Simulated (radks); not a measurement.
Initial-state core-level shifts of the cobalt ion Co2+ when its valence configuration changes from [Ar] 3d7. Method: scalar-relativistic Kohn-Sham, SCAN, spin-polarised, spherical densities, finite nucleus; open shells are filled with parallel spins first; meta-GGA in the generalised Kohn-Sham scheme; Fermi nuclear charge, rms radius 3.7875 fm; computed with a radial shooting solver on a logarithmic mesh with Libxc functionals. Shifts are changes of the shell-averaged eigenvalues in eV (positive: less bound); the change of the density at the nucleus, which sets a Mossbauer isomer shift, is in e/bohr^3, on a base of 1.735e+04.

[
 {"valence": "3d5 4p2", "1s": "-18.405", "2p": "-20.148", "3s": "-17.175", "3p": "-16.682", "density at nucleus": "+5.811"},
 {"valence": "3d4.5 4p2.5", "1s": "-24.018", "2p": "-26.357", "3s": "-22.170", "3p": "-21.530", "density at nucleus": "+8.039"},
 {"valence": "3d6.5 4s0.5", "1s": "-3.615", "2p": "-4.015", "3s": "-3.470", "3p": "-3.355", "density at nucleus": "+6.794"},
 {"valence": "3d4.5 4s0.5 4p2", "1s": "-23.371", "2p": "-25.733", "3s": "-21.530", "3p": "-20.895", "density at nucleus": "+15.101"},
 {"valence": "3d5 4s0.5 4p1.5", "1s": "-17.750", "2p": "-19.522", "3s": "-16.521", "3p": "-16.033", "density at nucleus": "+12.579"},
 {"valence": "3d5.5 4s1 4p0.5", "1s": "-12.157", "2p": "-13.454", "3s": "-11.418", "3p": "-11.060", "density at nucleus": "+16.838"},
 {"valence": "3d5 4s1 4p1", "1s": "-17.078", "2p": "-18.875", "3s": "-15.851", "3p": "-15.369", "density at nucleus": "+19.329"}
]
